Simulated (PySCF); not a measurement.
Below is a simulated gas-phase C 1s photoelectron spectrum of `C[C@H]1OC(=O)[SiH2]1`.

Every computed line was given a Gaussian of 0.7 eV full width at half maximum and an area set by the number of equivalent atoms; the highest printed point is 100. Computed with PySCF 2.14.0, delta-SCF UKS SCAN, pcX-2 on the ionised atom, pcseg-1 elsewhere, spin-free X2C.

binding energy (eV), intensity and a bar:
```
    290.1          0 
    290.2          1 
    290.3          3 #
    290.4          7 ##
    290.5         15 ####
    290.6         27 ########
    290.7         43 #############
    290.8         63 ###################
    290.9         82 #########################
    291.0         96 #############################
    291.1        100 ##############################
    291.2         94 ############################
    291.3         82 ########################
    291.4         68 ####################
    291.5         60 ##################
    291.6         60 ##################
    291.7         69 #####################
    291.8         83 #########################
    291.9         95 ############################
    292.0        100 ##############################
    292.1         95 #############################
    292.2         81 ########################
    292.3         62 ###################
    292.4         42 #############
    292.5         26 ########
    292.6         14 ####
    292.7          7 ##
    292.8          3 #
    292.9          1 
    293.0          1 
    293.1          2 #
    293.2          5 #
    293.3         10 ###
    293.4         20 ######
    293.5         34 ##########
    293.6         53 ################
    293.7         73 ######################
    293.8         90 ###########################
    293.9         99 ##############################
    294.0         97 #############################
    294.1         85 #########################
    294.2         66 ####################
    294.3         46 ##############
    294.4         29 #########
    294.5         16 #####
    294.6          8 ##
    294.7          4 #
    294.8          1 
    294.9          0
```

Count the maxima, the lines and the sites behind this envelope.

The curve has 3 maxima (at 291.1, 292.0 and 293.9 eV). Under it lie 3 lines from 3 inequivalent carbon sites.

Decompose the envelope and assign each component. Numbering: `[CH3:1][C@H:2]1[O:3][C:4](=[O:5])[SiH2:6]1`.

| position (eV) | relative area | line | atoms | environment |
| --- | --- | --- | --- | --- |
| 291.08 | 1 | C 1s | C1 | methyl carbon |
| 292.01 | 1 | C 1s | C2 | sp3 carbon bound to oxygen |
| 293.93 | 1 | C 1s | C4 | carbonyl carbon |

What are the centre and the root-mean-square width of the whole band?

The area-weighted mean of the lines is 292.34 eV. Their own spread about it is 1.19 eV (rms) and each Gaussian has σ = 0.7/2.355 = 0.30 eV; the variances add, which gives 1.22 eV.

The listed C 1s values span 2.85 eV, from C1 (bonded to C and 3 H) to C4 (bonded to O (double bond), O and Si).

The curve has no shake-up lines and no vibrational structure. Isolated species at its GFN2-xTB geometry, gas phase.
